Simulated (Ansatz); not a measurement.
C3H9GaO (SMILES CC[O][GaH][CH3]), singlet, geometry from GFN2-xTB (such geometries of metal compounds can be far from the true shape), with bond 11-8 at 1.8 times its length; CASSCF(2,4)/STO-3G run with Ansatz (a first-principles code).

Here is a job for Ansatz.
Ansatz 0.2 input:
```yaml
crystal:
  periodic: [false, false, false]
  atoms:
    - {symbol: Ga, position_ang: [0.07919097, -0.25683455, 0.79171632]}
    - {symbol: H, position_ang: [-0.70752898, -1.61041480, 0.94038457]}
    - {symbol: C, position_ang: [1.14502301, 0.79514244, 2.14847102]}
    - {symbol: H, position_ang: [2.18847031, 0.83612388, 1.82971792]}
    - {symbol: H, position_ang: [1.09598474, 0.36447107, 3.14871165]}
    - {symbol: H, position_ang: [0.76262502, 1.81742932, 2.17776333]}
    - {symbol: O, position_ang: [0.08791405, 0.53109554, -0.75153671]}
    - {symbol: C, position_ang: [-0.32887769, 0.50823967, -2.09523888]}
    - {symbol: C, position_ang: [-1.15997850, -0.72828760, -2.41321380]}
    - {symbol: H, position_ang: [-0.91750961, 1.41385362, -2.29040997]}
    - {symbol: H, position_ang: [1.27663055, 0.55279973, -3.24573527]}
    - {symbol: H, position_ang: [-2.04272156, -0.74580095, -1.77299886]}
    - {symbol: H, position_ang: [-1.46886590, -0.72326248, -3.45576934]}
    - {symbol: H, position_ang: [-0.56875898, -1.62285506, -2.21401794]}
basis:
  gaussian:
    orbitals: STO-3G
hamiltonian:
  xc: hf
magnetization: {spin_polarized: false}
correlation: {active_space: {window: {electrons: 2, orbitals: 4}}}
```

It wrote (shortened):

```
Functional definition: HF
596 factors; integrals over basis functions are off by at most 6.4e-5 eV
mean field evaluation 1: about -56922.5789 eV, gradient 2.7e1 eV
mean field evaluation 2: about -56922.7763 eV, gradient 2.7e1 eV
mean field evaluation 4: about -56926.0600 eV, gradient 2.3e0 eV
mean field evaluation 8: about -56926.0970 eV, gradient 2.3e-2 eV
mean field -56926.09696449 eV, -2091.9954775506 hartree, gradient 2.7e-6 eV, S^2 0.000000; 0 other end points of the search recorded, 0 dependent functions left out
reference -56926.09696449 eV, -2091.9954775506 hartree; 33, 33 occupied and 14, 14 virtual orbitals, 596 factors
state -56928.39504679 eV, -2092.0799305173 hartree
Total energy: -56928.39504679 eV, -2092.0799305173 hartree
```
